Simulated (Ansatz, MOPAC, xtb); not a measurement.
The molecule GaF+, multiplicity 2 (lowest of 2S+1 = 2, 4 at CCSD(T)/def2-TZVPP on PBE0 minima; our sources give no spin for the ground state, which may be another). No spin–orbit coupling. Ga is treated without relativity.

Constants: fifth-degree fit in 1/R to seven points, most abundant isotopes. Runs in def2 and cc sets follow the lowest solution found near the PBE0 minimum.

Run with Ansatz (Gaussian orbitals); MOPAC for AM1, PM3, PM6 (differences of heats of formation); xtb for the GFN methods. Values without a source in brackets are computed. The GFN methods have no spin term and hold the electronic entropy of 300 K.

```tsv
level	r_e (Å)	ω_e (cm⁻¹)	α_e (cm⁻¹)	ω_e x_e (cm⁻¹)
AM1	1.783	461	0.0015	2.3
PM3	1.780	813	0.0049	21
PM6	1.725	693	0.0026	5.0
GFN1-xTB	1.723	501	0.0053	4.3
SVWN5/def2-TZVPP	1.701	716	0.0033	4.9
PBE/def2-TZVPP	1.734	663	0.0034	5.4
r2SCAN/def2-TZVPP	1.703	730	0.0032	5.3
B97M-V/def2-TZVPP	1.709	697	0.0037	6.5
B3LYP/def2-TZVPP	1.724	677	0.0037	6.4
PBE0/def2-TZVPP	1.706	718	0.0034	5.9
BHLYP/def2-TZVPP	1.696	740	0.0035	7.0
CAM-B3LYP/def2-TZVPP	1.705	721	0.0034	6.0
wB97X-V/def2-TZVPP	1.704	735	0.0032	5.4
wB97M-V/def2-TZVPP	1.708	720	0.0033	5.8
B2PLYP/def2-TZVPP	1.709	730	0.0029	3.9
CCSD/def2-TZVPP	1.692	770	0.0030	5.4
CCSD/def2-QZVPP	1.682	779	0.0030	5.2
CCSD(T)/def2-TZVPP	1.698	757	0.0030	4.7
CCSD(T)/def2-QZVPP	1.688	764	0.0031	5.0
CCSD(T)/CBS(def2-TZVPP, def2-QZVPP)	1.685	764	0.0032	5.1
```

Correlated levels freeze the inner cores; with def2 sets outer-core shells near the valence are correlated too. CBS(a, b) extrapolates the correlation energy as X⁻³ and adds the Hartree–Fock energy of set b. The state that AM1, PM3, PM6 reach isn't checked.

Ansatz is a quantum-chemistry and plane-wave program.
